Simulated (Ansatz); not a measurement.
The cluster Zn₃Se₃⁺. The state is a doublet with charge 1. Geometry PBE-D4/def2-SVP, basis def2-SVP, Ansatz.

```xyz
6

Zn   -0.289   -1.046    1.024
Zn   -2.596    0.045   -1.757
Zn    1.340    1.067    0.841
Se   -0.231   -1.050   -1.396
Se    1.257    0.835   -1.517
Se    0.520    0.149    2.806
```

```csv
run,HOMO (eV),LUMO (eV)
A,-12.67,-5.74
B,-9.28,-8.62
C,-11.03,-7.19
D,-9.62,-8.38
E,-10.25,-7.87
```

LC-ωPBE has ω = 0.4 bohr⁻¹. Another isomer (doublet) lies 0.09 eV lower at PBE0-D4/def2-SVP; other spin states weren't run for this one.

HOMO and LUMO are taken over both spins.

Problem. The runs used BHLYP, LC-ωPBE, PBE, PBE0, r2SCAN. Estimate which is which.

Solution. A LC-ωPBE (range-separated); B PBE (0 % exact exchange); C BHLYP (50 % exact exchange); D r2SCAN (0 % exact exchange); E PBE0 (25 % exact exchange). Exact exchange lowers occupied and raises empty levels; among semilocal functionals meta-GGAs tend to open the gap a little, and such runs are hard to tell apart. The gap grows from 0.66 eV (PBE) to 6.93 eV (LC-ωPBE).
